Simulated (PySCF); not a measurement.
## C3H8NOSi2: g tensor and hyperfine couplings

Species: C₃H₈NOSi₂ (doublet state).
SMILES with atom numbers: `[CH2:1]=[N:2][Si@H:3]1[CH2:4][CH2:5][SiH:6][O:7]1` (hydrogens: H8, H9 on C1; H10 on Si3; H11, H12 on C4; H13, H14 on C5; H15 on Si6)

Geometry (GFN2-xTB, Å), atoms numbered from 1 in this order:
```
atom  x, y, z in Å
C1     2.986   -0.450    0.259
N2     1.832    0.017    0.305
Si3    0.514   -0.037   -0.802
C4    -0.961   -0.846    0.096
C5    -1.757    0.271    0.787
Si6   -1.500    1.862   -0.247
O7    -0.048    1.486   -0.940
H8     3.647   -0.323    1.113
H9     3.406   -0.992   -0.594
H10    0.720   -0.507   -2.169
H11   -1.593   -1.329   -0.651
H12   -0.680   -1.616    0.814
H13   -2.810    0.004    0.892
H14   -1.367    0.413    1.796
H15   -2.394    2.054   -1.393
```

The hyperfine couplings belong to this conformer and change with its torsions.

Computed with UKS B3LYP, pcH-1 on C H N O Si, non-relativistic, mean-field spin-orbit, GIAO (PySCF 2.14.0). Isolated species at its GFN2-xTB geometry (one conformer only). Couplings are sensitive to structure, and on GFN2-xTB geometries they can be far from those on DFT ones, by a factor of two or more for some ions and for spin on atoms past the first row. The SCF solution wasn't tested for stability.

- g1, g2, g3: 2.00095, 2.00224, 2.00409
- g_iso: 2.00243
- Form of g: rhombic: the two nearest values differ by 41 % of g3 − g1
- ⟨S²⟩: 0.7512 (exact 0.7500)
- α and β electrons: 35, 34
- Basis functions: 275

Hyperfine couplings atom by atom, in 10⁻⁴ cm⁻¹; T1 to T3 are the principal values of the dipolar part; ρ(0) is the spin density at the nucleus (1 × 10⁻⁴ cm⁻¹ = 2.998 MHz):

```
atom  isotope   a_iso  of which spin–orbit     T1    T2    T3  Mulliken spin population  ρ(0) (bohr⁻³)
  C1      13C     0.0                  0.0   -0.1   0.0   0.1                      0.00         0.0000
  N2      14N    -0.1                  0.0    0.0   0.0   0.0                      0.00        -0.0013
 Si3     29Si    -8.0                  0.0   -1.2   0.6   0.6                      0.00         0.0269
  C4      13C     4.8                  0.0   -0.6  -0.5   1.1                      0.01         0.0127
  C5      13C    15.3                  0.0   -2.3  -2.0   4.3                      0.03         0.0407
 Si6     29Si  -200.2                  0.3  -51.6  25.4  26.3                      0.85         0.6763
  O7      17O   -11.3                  0.0   -7.0   3.4   3.6                      0.04         0.0560
  H8       1H     0.0                  0.0   -0.1  -0.1   0.2                      0.00         0.0000
  H9       1H     0.0                  0.0   -0.1  -0.1   0.3                      0.00         0.0000
 H10       1H     2.2                  0.0   -0.4  -0.3   0.7                      0.01         0.0015
 H11       1H    -0.2                  0.0   -0.6  -0.4   1.0                      0.00        -0.0001
 H12       1H     3.0                  0.0   -0.5  -0.3   0.8                      0.00         0.0020
 H13       1H     1.4                  0.0   -1.4  -0.4   1.8                      0.00         0.0009
 H14       1H     2.3                  0.0   -1.8  -1.0   2.8                      0.00         0.0015
 H15       1H    49.7                  0.0   -2.6   0.2   2.4                      0.06         0.0333
```

Largest spin populations (Mulliken): Si6 (+0.85) and H15 (+0.06). Si6 is the only atom above +0.15. The angles at Si6 add up to 319.4°, so it is pyramidal.

Axes: g3 points within 14° of the Si6–O7 bond.

Under fast tumbling the dipolar parts average out, and these isotropic splittings remain: 1 × 1H (H15, I = 1/2, 2 lines) with 5.32 mT, 1 × 1H (H12, I = 1/2, 2 lines) with 0.32 mT, 1 × 1H (H14, I = 1/2, 2 lines) with 0.25 mT, 1 × 1H (H10, I = 1/2, 2 lines) with 0.23 mT and 1 × 1H (H13, I = 1/2, 2 lines) with 0.15 mT.

The 29Si coupling of Si6 (-600.1 MHz) shows only in satellite lines or after enrichment, since that isotope makes up about 4.7 % of natural silicon.

The 17O coupling of O7 (-34.0 MHz) shows only in satellite lines or after enrichment, since that isotope makes up about 0.038 % of natural oxygen.

Time: 2.1 min of wall time (with the writing of density and orbital grids); peak memory 1.0 GiB. Hardware: Arm Neoverse N1, one thread, no GPU (shared host).
